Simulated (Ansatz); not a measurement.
The same path of BClFH + FH (6 atoms, charge 0, multiplicity 1) was run twice with different band settings. Lost on the way: B1–H2, F5–H6. Made: B1–F5, H2–H6.

All numbers below come from RKS B3LYP-D4/cc-pVDZ (Ansatz).

Relaxed end points:

```xyz
6
Properties=species:S:1:pos:R:3
B 0.055 0.301 0.040
H 0.210 0.993 1.001
F 1.061 -0.026 -0.759
Cl -1.602 -0.059 -0.543
F 0.150 -1.635 1.271
H -0.666 -1.957 0.950
```

```xyz
6
Properties=species:S:1:pos:R:3
B -0.044 -0.657 -0.582
H -0.052 0.428 2.154
F 1.024 0.114 -0.697
Cl -1.611 -0.089 -1.130
F 0.083 -1.868 -0.063
H -0.192 -0.311 2.278
```

Common settings: movable images 7; climbing image yes; spring 5.0 eV/Å²; optimiser quadratic models (default); force threshold 0.05 eV/Å; iteration limit 60; end points relaxed.

| run | start path |
| --- | --- |
| 1 | through a guess of the saddle point |
| 2 | straight line |

Task: What does each run give, and how far can it be trusted?

Result: Run 1: converged after 32 iterations, highest image 0.867 eV above the first end. Neighbouring images differ by up to 1.4 eV, so the band resolves the path poorly. A vibrational analysis at the climbing image gives one clearly imaginary mode, 1221i cm⁻¹: a first-order saddle point.
Run 2: converged after 19 iterations, highest image 0.867 eV above the first end. Another band between the same ends (7 images) ends at a top of the same energy, where a vibrational analysis finds 1 clearly imaginary mode.
The orbitals stay closed-shell, which can raise the energy where a bond breaks towards radicals; this wasn't checked here.
